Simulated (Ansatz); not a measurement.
`[F][InH][CH2]O[SiH3]` + H₂ → `[F][InH2]` + `CO[SiH3]` at 600 K and 1 bar (hydrogenolysis of the In–C bond).

Calculated with Ansatz (gas phase, PBE0-D4/def2-TZVP geometries, no zero-point term in ΔE). CBS: MP2 limit from def2 TZ/QZ plus the TZ coupled-cluster correction, frozen cores. This one scheme is used for every species. def2 core potentials past Kr. For In outer-core shells are correlated without core-valence functions, which leaves a few kJ/mol of doubt a bond. Each species was taken in one conformer, which may not be the lowest.

```json
{"species": "`[F][InH][CH2]O[SiH3]`", "CCSD(T)/CBS energy (Eh)": "-695.55094", "H − E (kJ/mol)": "239.9", "S (J/(mol·K))": "496.9"}
{"species": "H₂", "CCSD(T)/CBS energy (Eh)": "-1.17544", "H − E (kJ/mol)": "43.9", "S (J/(mol·K))": "150.8"}
{"species": "`[F][InH2]`", "CCSD(T)/CBS energy (Eh)": "-290.81142", "H − E (kJ/mol)": "65.6", "S (J/(mol·K))": "306.8"}
{"species": "`CO[SiH3]`", "CCSD(T)/CBS energy (Eh)": "-405.93001", "H − E (kJ/mol)": "222.4", "S (J/(mol·K))": "366.2"}
```

H − E and S are ideal-gas, rigid-rotor, harmonic terms from PBE0-D4/def2-TZVP, for one conformer and one mirror image of each species. For small species the MP2-based limit differs from directly extrapolated CCSD(T) by up to some mEh (0.8 for H₂); such offsets cancel only in part. 1 Eh = 2625.50 kJ/mol, R = 8.31446 J/(mol·K).

Question: By hand: ΔE, ΔH, ΔS and ΔG.

Answer: ΔE = (-290.81142) + (-405.93001) − (-695.55094) − (-1.17544) = -0.01505 Eh = -39.5 kJ/mol. Δ(H − E) = 65.6 + 222.4 − 239.9 − 43.9 = 4.2, so ΔH = -35.3 kJ/mol. ΔS = 306.8 + 366.2 − 496.9 − 150.8 = 25.3 J/(mol·K). ΔG = -35.3 − 600 × (25.3)/1000 = -50.5 kJ/mol.

Question: By hand: the equilibrium constant, and the temperature at which ΔG would vanish if ΔH and ΔS stayed fixed.

Answer: log₁₀ K = −ΔG/(RT ln 10) = 4.4. ΔH and −TΔS have one sign here, so there is no such temperature.

TΔS isn't small against ΔH here. A doubt of 5 kJ/mol in ΔE shifts log₁₀ K by 0.4 here. Other conformers and mirror images would add mixing entropy, several J/(mol·K) or more a flexible species. Modes under 60 cm⁻¹, often nearly free rotors, make the harmonic entropy too high. These are equilibria of isolated gas molecules and say nothing of rates. Largest T1 diagnostic: 0.016 (customary marks: 0.02 for closed shells, 0.045 for open ones).
